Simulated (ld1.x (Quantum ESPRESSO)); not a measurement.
Values are calculated unless marked as measured or tabulated.
# Hardness and transferability of assorted potentials

Generated with ld1.x 7.5 (TM, RRKJ, ultrasoft, PAW), atompaw 4.2 or ONCVPSP 4.0.1. The cutoff is in Ry: for ld1.x and atompaw files where the sum of valence levels is converged to 10 mRy in a Bessel basis, for ONCV files where the hardest occupied wave has 1 mHa per electron of residual kinetic energy. The error is the largest all-electron minus pseudo excitation energy over each file’s own four to seven test configurations (ionisations up to +4, promotions, holes and added fractions of an electron), all of which were solved. The labels leave out finer settings (local radius, basis sizes, second energies), which also bear on the numbers. Spin-polarised tests are not counted. The rows are a selection from randomly drawn settings: files with unsolved tests, undetermined cutoffs or missed reference levels are left out.

A true bound ghost makes a file unfit for plane-wave use even where its test errors are small: the radial tests pick states by their node count and pass the ghost by.

```csv
element,potential,cutoff (Ry),largest error (meV),bound ghosts
He,"TM, LDA (PZ), scalar-relativistic, rc 0.80/0.80 (sp), local smoothed, core correction no, reference 1s2",90,+22,none
Mg,"TM semilocal, PBEsol, scalar-relativistic, rc 2.10/3.05 (sp), local p, core correction yes, reference 3s2 3p0",8,+7.8,none
Si,"ultrasoft, PBE, scalar-relativistic, rc 2.20/2.10 (sp), local smoothed, core correction yes, reference 3s2 3p1",8,+34,none
Au,"TM semilocal, PBEsol, scalar-relativistic, rc 2.20/3.40/1.90 (spd), local s, core correction yes, reference 5d10 6s0.5 6p0.5",45,-154,none
```

(1) Fill in the row for Zr: TM semilocal, revPBE, scalar-relativistic, rc 2.60/3.25/2.10 (spd), local p, core correction yes, reference 4d2 5s0 5p0.

(2) Fill in the row for Ti: PAW, BP86, scalar-relativistic, rc 2.05/1.50/1.80/2.10 (spdf), local f, core correction yes, reference 3s2 3p6 3d2 4s0 4p0.

(3) Fill in the row for Pd: TM, PBEsol, scalar-relativistic, rc 1.10/1.35/1.70 (spd), local d, core correction no, reference 4p6 4d9.5 5s0 5p0.

Answers

(1) cutoff 30 Ry, largest error -237 meV, bound ghosts: none.

(2) cutoff 35 Ry, largest error +22 meV, bound ghosts: none.

(3) cutoff 70 Ry, largest error -64 meV, bound ghosts: s.
